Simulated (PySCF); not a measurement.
# Correlation energy of Hg²⁺ (mercury, charge +2)

[Xe] 4f14 5d9 6p1, one real determinant (an excited configuration). Calculation: PySCF 2.14, in aug-cc-pVTZ-PP with ECP60MDF (6s6p5d3f2g, 88 functions); a scalar-relativistic core potential. Frozen: 5s2 5p6; 10 electrons correlated.

MP2 pair energies summed by pair of shells (mhartree):

```json
{"pair": "5d-5d", "energy": "-263.87", "share (%)": "88.1"}
{"pair": "5d-6p", "energy": "-35.65", "share (%)": "11.9"}
```

Total MP2 correlation energy: -299.52 mhartree.

Same-spin part -108.63 and opposite-spin part -190.89 mhartree; SCS-MP2 scales them by 1/3 and 6/5 to -265.28 mhartree.

The reference is one real determinant that mixes LS terms of this configuration.
